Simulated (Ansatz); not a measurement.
`O[SiH]([SiH3])O[SiH3]` + HCl → `O[SiH]([SiH3])Cl` + silanol  (ligand exchange at the Si–O bond)

Computed with Ansatz on PBE0-D4/def2-TZVP structures; ΔE is electronic, products minus reactants. CCSD(T)/CBS adds triple-zeta CCSD(T) − MP2 to the extrapolated MP2 energy (def2 sets, frozen cores). This one scheme is used for every species. Functionals use def2-TZVPP. B3LYP here is the variant with VWN-RPA as its local correlation; programs differ in this. One conformer a species, not always the lowest.

`O[SiH]([SiH3])O[SiH3]`:

Z-matrix (Å, degrees):
```
Si
Si 1 2.352
O 1 1.635 2 109.0
O 1 1.642 2 111.0 3 -122.7
H 1 1.481 2 113.1 3 120.4
H 2 1.489 1 111.3 3 -52.7
H 2 1.491 1 110.0 3 67.2
H 2 1.488 1 110.4 3 -173.4
Si 3 1.634 1 148.3 2 -5.5
H 4 0.958 1 118.4 2 51.6
H 9 1.483 3 109.5 1 118.2
H 9 1.488 3 109.9 1 -1.9
H 9 1.484 3 109.2 1 -121.8
```

HCl:

Z-matrix (Å, degrees):
```
Cl
H 1 1.279
```

`O[SiH]([SiH3])Cl`:

Cartesian coordinates in Å:
```
O 0.010 -1.264 -1.460
Si -0.498 0.098 -0.704
Si 0.760 0.324 1.251
Cl -2.495 -0.057 -0.190
H -0.407 -1.509 -2.288
H -0.434 1.270 -1.616
H 2.205 0.451 0.924
H 0.546 -0.863 2.118
H 0.312 1.549 1.965
```

`O[SiH3]`:

```xyz
6

O    -0.670   -1.011   -0.414
Si    0.328    0.214    0.054
H    -1.601   -0.934   -0.205
H    -0.061    1.508   -0.570
H     1.685   -0.174   -0.396
H     0.318    0.397    1.531
```

| level | ΔE (kJ/mol) |
| --- | --- |
| PBE-D4 | 5.7 |
| revPBE-D4 | 6.1 |
| r2SCAN-D4 | 11.4 |
| B2PLYP | 12.7 |
| B3LYP | 10.4 |
| RPA@PBE/def2-TZVPP | 20.6 |
| CCSD/def2-SVP | 16.7 |
| MP2/CBS(def2) | 9.9 |

Problem. What does CCSD(T)/CBS give? (Estimate.)

Solution. The calculation gave: +14.6 kJ/mol. The listed levels differ from it by -8.9, -8.5, -3.2, -1.9, -4.2, 6.0, 2.1, -4.7 kJ/mol.

Largest T1 diagnostic among the species: 0.013.

Leaving LDA and LC-ωPBE aside and taking each functional with its dispersion term where it has one, the values, not all of them listed here, spread over 14.4 kJ/mol, from PBE-D4 to BHLYP-D4. LDA lies +8.3 kJ/mol from PBE without D4. From BLYP to BHLYP (50 % exact exchange), in def2-TZVPP and without D4, ΔE moves by +6.5 kJ/mol. The D4 term adds +6.4 kJ/mol with B3LYP and +4.0 kJ/mol with PBE0; it sums over pairs of atoms, weighted by their polarisabilities, and B3LYP, whose exchange is more repulsive, gets the larger term.
